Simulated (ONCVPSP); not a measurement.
# tin, ONCV: configuration errors across variants

tin, optimised norm-conserving Vanderbilt (ONCV), made with ONCVPSP 4.0.1 (PBE, fully relativistic). Core [Kr] 4d10, reference 5s2 5p2. Waves: 5s: rc 2.20 bohr, ncon 3, nbas 7, qcut 2.3 1/bohr, 2 projectors, debl 3.1 Ha; 5p: rc 2.30 bohr, ncon 5, nbas 8, qcut 3.7 1/bohr, 2 projectors, debl 0.3 Ha; d scattering state at 0.23 Ha: rc 2.40 bohr, ncon 4, nbas 9, qcut 3.8 1/bohr, 3 projectors, debl 3.8 Ha. Local part: polynomial inside 1.45 bohr (lpopt 5, dvloc0 2 Ha). Core correction: none.

Open shells are filled in proportion to 2j + 1.

All-electron excitation energies from the reference (eV): (1) 5s2 5p1 6.888; (2) 5s2 5p0 20.859; (3) 5s1 5p0 51.830; (4) 5s0 5p4 14.147.

3 further variants failed, have other tests or another functional or relativity, and are left out.

A true bound ghost makes a file unfit for plane-wave use even where its test errors are small: the radial tests pick states by their node count and pass the ghost by.

Errors AE − PS in meV (a dash: test not solved or not reliable):

| change | (1) | (2) | (3) | (4) | bound ghosts | GHOST(+) flags above zero |
| --- | --- | --- | --- | --- | --- | --- |
| base | +1.4 | +29 | +123 | +74 | none | s, p3/2, d5/2, p1/2, d3/2 |
| local potential polynomial inside 1.75 bohr (lpopt 5, dvloc0 0 Ha) | +1.4 | +28 | +123 | +74 | none | s, d5/2, p1/2, d3/2 |
| local potential polynomial inside 1.45 bohr (lpopt 5, dvloc0 -2 Ha) | – | – | – | – | s | p3/2, d5/2, p1/2, d3/2 |
| all radii scaled by about 1.20 (s 2.64, p 2.76, d 2.88 bohr); local potential polynomial inside 1.74 bohr (lpopt 5, dvloc0 2 Ha) | +1.5 | +36 | +58 | -7.6 | none | s |
| s: rc 1.56 | +0.8 | +25 | +147 | +55 | none | s, p3/2, d5/2, p1/2, d3/2 |
| d: debl 0.75 | +1.4 | +29 | +123 | +74 | d5/2, d3/2 | s, p3/2, p1/2 |
| s: qcut 3; p: qcut 4.9; d: qcut 5 | +0.8 | +26 | +139 | +57 | p3/2, p1/2 | s, d5/2, d3/2 |
| s: nbas 8 | +1.5 | +29 | +120 | +73 | none | s, p3/2, d5/2, p1/2, d3/2 |

Q: Give the same row for: s: ncon 4, nbas 8.

A: +1.4, +28, +137, +74; bound ghosts: none; GHOST(+) flags above zero: s, p3/2, d5/2, p1/2, d3/2.
